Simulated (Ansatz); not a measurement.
CH6BFSn, SMILES `FC[BH][SnH3]`. Total charge 0; spin multiplicity 1. Sn takes the def2 core potential. All single points use the PBE0-D4/def2-TZVP geometry. It is one conformer, not always the lowest.

```xyz
10

F     1.636    1.174    0.403
C     1.359    0.485   -0.771
B     0.042   -0.321   -0.782
Sn   -1.321   -0.359    1.007
H     1.353    1.210   -1.600
H     2.205   -0.189   -0.981
H    -0.202   -0.916   -1.791
H    -1.868    1.216    1.380
H    -0.504   -0.962    2.380
H    -2.700   -1.337    0.755
```

(1) What is the dipole moment at ωB97M-V/def2-TZVPP? (An estimate is asked.)

(2) And with PBE, r2SCAN, B3LYP? (Estimate.)

(3) Give the Mulliken charges with ωB97M-V, PBE, B3LYP in def2-TZVPP. (Estimate.)

## Answers

(1) The calculation gave: 2.20 D, with components (0.52, -0.60, -2.05) D in this frame, pointing from negative to positive charge.

(2) Ansatz gave: PBE 2.04 D, r2SCAN 2.12 D, B3LYP 2.21 D.

(3) Ansatz gave: 
| atom | ωB97M-V | PBE | B3LYP |
| --- | --- | --- | --- |
| F1 | -0.24 | -0.21 | -0.26 |
| C2 | 0.11 | 0.10 | 0.15 |
| B3 | -0.21 | -0.20 | -0.19 |
| Sn4 | 0.32 | 0.44 | 0.47 |
| H5 | 0.10 | 0.09 | 0.09 |
| H6 | 0.10 | 0.09 | 0.09 |
| H7 | 0.10 | 0.04 | 0.05 |
| H8 | -0.09 | -0.11 | -0.13 |
| H9 | -0.09 | -0.11 | -0.13 |
| H10 | -0.10 | -0.12 | -0.14 |

B3LYP here is the variant with VWN-RPA as its local correlation; programs differ in this.
